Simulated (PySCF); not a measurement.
**Electronic absorption of [C3H3O5S]-**

C3H3O5S (charge -1).
SMILES: `O=C([O-])/C=C/S(=O)(=O)O`

Computed with PySCF 2.14.0, density-fitted response routines, TDDFT B3LYP/def2-SVPD, vertical, gas phase, core orbitals frozen in the response. The structure is a single PBE0-D3(BJ)/def2-SVP conformer in the gas phase; no vibrational or solvent corrections. The geometry's basis has no diffuse functions, a weakness for an anion. Torsions of this conformer, `[O:1]=[C:2]([O-:3])/[CH:4]=[CH:5]/[S:6](=[O:7])(=[O:8])[OH:9]`: O1–C2–C4–C5 143°, C4–C5–S6–O7 -8°, H–O9–S6–C5 -70°.

```tsv
state	λ (nm)	E (eV)	f	main configurations (H = HOMO, L = LUMO)
S1	367.5	3.37	0.0072	H→L (64%), H-1→L (34%)
S2	355.9	3.48	0.026	H-1→L (57%), H→L (34%)
S3	304.5	4.07	0.016	H-2→L (91%)
S4	274.6	4.52	0.0023	H→L+1 (96%)
S5	269.1	4.61	0.0004	H-1→L+1 (96%)
S6	249.8	4.96	0.0001	H-2→L+1 (99%)
```

The lowest singlet lies at 3.37 eV (367 nm, ultraviolet) and is weak; its leading configuration is HOMO→LUMO (64%). The strongest level in the table is S2 at 3.48 eV (356 nm, f = 0.026). Löwdin shares by element: HOMO oxygen 85% or more, carbon 6% or more; LUMO carbon 54% or more, sulfur 10%, oxygen 7% or more (atoms not listed hold the other 29%). Weighted by f, the mean energy of these states is 3.71 eV. The listed states span 1.59 eV, and the widest gap between neighbours is 0.59 eV (S2 to S3). Orbital energies (eV): HOMO-3 -4.69, HOMO-2 -2.96, HOMO-1 -2.65, HOMO -2.53, LUMO 1.88, LUMO+1 2.56, LUMO+2 3.77. No computed singlet lies in the visible range (380 to 750 nm); the lowest, at 367 nm, stands 0.11 eV above its violet end (3.26 eV). No detachment energy is given for this anion; states above it aren't bound, and a finite basis only mimics them. Singlets were solved by full linear response.
